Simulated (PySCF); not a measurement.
**Vertical excitation energies**

Species: C9H9NS.
SMILES: `CSc1cc(C)cc(C#N)c1`

Theory: PySCF, TDDFT CAM-B3LYP/def2-SVPD, vertical, gas phase, core orbitals frozen in the response. Isolated species at its PBE0-D3(BJ)/def2-SVP geometry (one conformer only). Torsions of this conformer, `[CH3:1][S:2][c:3]1[cH:4][c:5]([CH3:6])[cH:7][c:8]([C:9]#[N:10])[cH:11]1`: C1–S2–C3–C4 3°.

Problem. Predict the UV-vis stick spectrum at this level.

Solution. 

```csv
state,E (eV),E (hartree),f,"main configurations (H = HOMO, L = LUMO)"
S1,4.46,0.1639,0.042,"H→L (82%), H-1→L+1 (8%)"
S2,5.12,0.1883,0.147,"H→L+1 (78%), H-1→L (12%)"
S3,5.49,0.2016,0.0003,"H→L+2 (50%), H→L+3 (25%)"
S4,5.77,0.2121,0.462,"H-1→L (72%), H→L+1 (14%)"
S5,6.08,0.2234,0.189,"H-1→L+1 (48%), H-2→L (22%)"
S6,6.09,0.2237,0.038,"H→L+2 (29%), H→L+3 (22%), H→L+4 (18%)"
S7,6.46,0.2375,0.012,"H→L+4 (62%), H→L+5 (12%), H→L+3 (9%)"
S8,6.67,0.2450,0.0001,"H-4→L (50%), H-3→L (36%)"
S9,6.77,0.2489,0.369,"H-2→L (62%), H-1→L+1 (27%)"
S10,6.99,0.2568,0.0022,"H→L+8 (32%), H→L+3 (25%), H→L+5 (10%)"
```

Triplets, Tamm–Dancoff:

```json
{"state": "T1", "E (eV)": "3.53", "λ (nm)": "351.4", "main configurations (H = HOMO, L = LUMO)": "H→L (41%), H→L+1 (25%), H-1→L (19%)"}
{"state": "T2", "E (eV)": "3.80", "λ (nm)": "326.4", "main configurations (H = HOMO, L = LUMO)": "H→L (48%), H-1→L (20%), H→L+1 (19%)"}
{"state": "T3", "E (eV)": "4.20", "λ (nm)": "295.0", "main configurations (H = HOMO, L = LUMO)": "H-1→L (53%), H→L+1 (42%)"}
{"state": "T4", "E (eV)": "5.01", "λ (nm)": "247.4", "main configurations (H = HOMO, L = LUMO)": "H-1→L+1 (87%)"}
```

The lowest singlet lies at 4.46 eV (278 nm, ultraviolet) and is of moderate strength; its leading configuration is HOMO→LUMO (82%). The strongest level in the table is S4 at 5.77 eV (215 nm, f = 0.462). S5/S6 lie within about 0.01 eV of each other. Löwdin shares by element: HOMO sulfur 44%, carbon 31% or more (atoms not listed hold the other 25%); LUMO carbon 44% or more, nitrogen 12% (atoms not listed hold the other 45%). Orbital energies (eV): HOMO-3 -10.87, HOMO-2 -9.92, HOMO-1 -8.89, HOMO -7.73, LUMO -0.52, LUMO+1 0.14, LUMO+2 0.81. Weighted by f, the mean energy of these states is 6.01 eV. The oscillator strengths of these states sum to 1.262; summed over the whole spectrum of an exact calculation they would give the number of electrons, 86 (Thomas–Reiche–Kuhn). The window holds the lowest 10 singlets.

The run took 83 s wall, 3.1 min CPU on 2 threads of an AMD EPYC 7R43, shared host with 256 logical CPUs at a one-minute load of 105, and the process peaked at 1.9 GiB of memory.
